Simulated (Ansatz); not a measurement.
One change: `C#C[SiH2]CN` becomes `B[SiH2]CN`.

Ansatz, PBE0-D4/def2-TZVP geometries, multiplicity 1. Each molecule was computed in one conformer, which needn't be the lowest.

```json
{"property": "size of the dipole moment (PBE/def2-TZVPP) / D", "`C#C[SiH2]CN`": "1.63"}
{"property": "HOMO–LUMO gap (ωB97M-V/def2-TZVPP) / eV", "`C#C[SiH2]CN`": "11.13"}
{"property": "HOMO–LUMO gap (B3LYP/def2-TZVPP) / eV", "`C#C[SiH2]CN`": "6.40"}
{"property": "LUMO energy (ωB97M-V/def2-TZVPP) / eV", "`C#C[SiH2]CN`": "1.80"}
{"property": "HOMO energy (B3LYP/def2-TZVPP) / eV", "`C#C[SiH2]CN`": "-6.71"}
{"property": "size of the dipole moment (ωB97M-V/def2-TZVPP) / D", "`C#C[SiH2]CN`": "1.65"}
```

Task: Give the same properties after the change, and the shifts. (Estimate.)

Result: The calculation gave: 
```tsv
property	`B[SiH2]CN`	shift
size of the dipole moment (PBE/def2-TZVPP) / D	1.55	-0.08
HOMO–LUMO gap (ωB97M-V/def2-TZVPP) / eV	8.88	-2.25
HOMO–LUMO gap (B3LYP/def2-TZVPP) / eV	4.10	-2.30
LUMO energy (ωB97M-V/def2-TZVPP) / eV	-0.39	-2.19
HOMO energy (B3LYP/def2-TZVPP) / eV	-6.65	0.06
size of the dipole moment (ωB97M-V/def2-TZVPP) / D	1.56	-0.09
```

With PBE0 the HOMO rises by 0.06 eV and the LUMO falls by 2.24 eV, so the gap narrows by about 2.30 eV. PBE moves the HOMO by 0.03 eV and ωB97M-V by 0.07 eV. Dipoles are sizes alone; their direction can turn.

B3LYP here is the variant with VWN-RPA as its local correlation; programs differ in this.
